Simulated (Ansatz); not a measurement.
Si(CN)Cl3 (SiCNCl₃). The state is a singlet with charge 0. Geometry relaxed at PBE0-D4/def2-SVP.

```xyz
6

Si   -0.166    0.453   -0.091
C     0.454   -1.245    0.250
N     0.846   -2.315    0.466
Cl   -2.193    0.385   -0.156
Cl    0.592    1.054   -1.876
Cl    0.467    1.668    1.407
```

Problem. Estimate the harmonic wavenumbers at RKS PBE0-D4/def2-SVP (Ansatz, unscaled). Is this a minimum?

Solution. 108, 108, 178, 178, 217, 375, 375, 438, 654, 654, 674, 2365 cm⁻¹. Yes, no mode is imaginary beyond noise. Zero-point energy 37.8 kJ/mol. It took 46 s on 2 threads of AMD EPYC 7R13 on a shared host.
